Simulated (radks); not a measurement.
Problem. All-electron atom: Hf61+ in [Ne] 3s1 (the NIST ground configuration). Method: Dirac Kohn-Sham, BLYP, spin-unpolarised, spherical densities, finite nucleus; Fermi nuclear charge, rms radius 5.347 fm; computed with a radial shooting solver on a logarithmic mesh with Libxc functionals. Some entries of the table are withheld. Estimate them.

| orbital | occ. | eigenvalue (hartree) | <r> (bohr) |
|---|---|---|---|
| 1s1/2 | 2 | (1) | 0.01897 |
| 2s1/2 | 2 | -589.3921 | (2) |
| 2p1/2 | 2 | (3) | (4) |
| 2p3/2 | 4 | (5) | (6) |
| 3s1/2 | 1 | -243.6340 | 0.1885 |

Solution. 
(1) 1s1/2 eigenvalue (hartree): -2586.753
(2) 2s1/2 <r> (bohr): 0.07853
(3) 2p1/2 eigenvalue (hartree): -573.9248
(4) 2p1/2 <r> (bohr): 0.06498
(5) 2p3/2 eigenvalue (hartree): -528.5498
(6) 2p3/2 <r> (bohr): 0.07237
